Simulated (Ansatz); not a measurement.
One elementary step

Start structure (CH6SZn, singlet), relaxed at PBE0-D4/def2-TZVP:

Zn1  (0.494, -0.940, 0.610)
H2  (0.923, -1.223, 2.076)
C3  (0.156, -0.857, -1.313)
H4  (-0.120, 1.908, 2.138)
S5  (-1.057, 1.424, 1.309)
H6  (-0.918, -0.854, -1.519)
H7  (0.577, 0.056, -1.744)
H8  (0.594, -1.705, -1.844)
H9  (-0.649, 2.191, 0.286)
(Å)

The step: CH₄Zn ([CH3][ZnH]) + H₂S → CH₄SZn ([CH3][Zn][SH]) + H₂; bonds formed: Zn1–S5, H2–H4; bonds broken: Zn1–H2, H4–S5. Program: Ansatz 0.2.0. Basis: def2-TZVPP and def2-QZVPP. Cores are frozen in the correlated methods. The 3s and 3p shells of Cu and Zn are frozen; filled d shells are correlated. Extrapolation: Hartree–Fock as exp(−7.88 √X), correlation as X^−2.97. Energies below are by CCSD(T) at an estimated basis limit (MP2 extrapolated from triple and quadruple zeta, plus CCSD(T) − MP2 in triple zeta).

(1) What are the electronic barrier and the energy of the step, from the start structure to the end structure? (To be estimated.)

T1 diagnostic: at most 0.014.

## Answers

(1) By the calculation: Barrier 80.1 kJ/mol; step energy -74.4 kJ/mol (downhill); reverse barrier, their difference, 154.5 kJ/mol. Barrier and step energy count from the start structure, the reverse barrier from the end structure.

The saddle point: One imaginary mode of 1060i cm⁻¹.
```tsv
pair	start (Å)	saddle (Å)	end (Å)
Zn1–S5	2.91	2.51	2.18
H2–H4	3.30	1.10	0.75
Zn1–H2	1.55	1.72	3.57
H4–S5	1.34	1.65	3.35
```

Zero-point energy (harmonic, PBE0-D4): ZPE is 152.8 kJ/mol at the start and 147.5 kJ/mol at the saddle, so the barrier goes from 80.1 to 74.8 kJ/mol.

Exchanges of this kind with a chalcogen hydride build sulfide and selenide films.

Labels in which every atom is bracketed show which atoms are joined, not bond orders.

For scale, one of the runs: CCSD(T)/def2-TZVPP, 221 basis functions, launched by `ansatz run in.yaml --threads 4 --pin off --events-out ev --progress --plain --max-ram 9574MiB`. Time: 80 s of wall clock on 4 CPU threads of an Intel Xeon; the host was shared. Peak host memory: 3.2 GiB.
